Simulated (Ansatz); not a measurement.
Basis-set extrapolation for `O[SiH][SiH](O)O` radical (PBE0-D4/def2-TZVP geometry, frozen core, the Gaussian-basis code of Ansatz). Multiplicity 2, UHF reference.

```csv
,def2-TZVPP,def2-QZVPP
HF,-805.604078,-805.633907
MP2 correlation,-0.939968,-1.017802
CCSD(T) correlation,-1.006385,not run
```

Energies in hartree. Use E(X) = E(∞) + A·exp(−7.88·√X) for Hartree–Fock and E(X) = E(∞) + B·X^(−2.97) for correlation, with X = 3 and 4, and add CCSD(T) minus MP2 of the smaller set to the MP2 limit.

Problem. What is the CCSD(T) energy at the basis-set limit?

Solution. HF limit: -805.633907 + (-0.029829) × 0.13774 = -805.63802. MP2 limit: -1.017802 + (-0.077834) × 0.74074 = -1.07546. Higher-order term: -1.006385 − (-0.939968) = -0.06642. Total: -806.77990 hartree, 4.61 eV below CCSD(T)/def2-TZVPP.
